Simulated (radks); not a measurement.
Values are calculated unless marked as measured or tabulated.
Problem. The bromine ion Br4+, 31 electrons, occupied as [Ar] 3d10 4s2 4p1. Code: a radial shooting solver on a logarithmic mesh with Libxc functionals. Model: Dirac Kohn-Sham, LDA (Slater exchange, VWN5 correlation), spin-unpolarised, spherical densities, finite nucleus; open shells are shared between the two j in proportion to 2j + 1; Fermi nuclear charge, rms radius 4.1629 fm. Some entries of the table are withheld. Estimate them.

orbital,occ.,eigenvalue (eV),r(max) (bohr),<r> (bohr)
1s1/2,2,-13346.76,0.02795,0.04280
2s1/2,2,-1784.455,0.1595,0.1895
2p1/2,2,-1614.020,0.1252,0.1628
2p3/2,4,-1566.591,0.1284,0.1667
3s1/2,2,-291.1971,0.4845,0.5518
3p1/2,2,(1),(2),0.5566
3p3/2,4,(3),(4),0.5671
3d3/2,4,-121.5248,(5),0.5833
3d5/2,6,-120.4261,(6),0.5872
4s1/2,2,-67.7021,1.346,1.503
4p1/2,0.333333,-53.2316,(7),1.669
4p3/2,0.666667,-52.3926,(8),1.692
4d3/2,0,-31.6495,1.940,(9)
4d5/2,0,-31.5537,1.947,(10)
5s1/2,0,(11),3.060,3.181

Solution. 
(1) 3p1/2 eigenvalue (eV): -231.8558
(2) 3p1/2 r(max) (bohr): 0.4752
(3) 3p3/2 eigenvalue (eV): -224.9883
(4) 3p3/2 r(max) (bohr): 0.4839
(5) 3d3/2 r(max) (bohr): 0.4273
(6) 3d5/2 r(max) (bohr): 0.4300
(7) 4p1/2 r(max) (bohr): 1.478
(8) 4p3/2 r(max) (bohr): 1.501
(9) 4d3/2 <r> (bohr): 2.208
(10) 4d5/2 <r> (bohr): 2.215
(11) 5s1/2 eigenvalue (eV): -27.3523
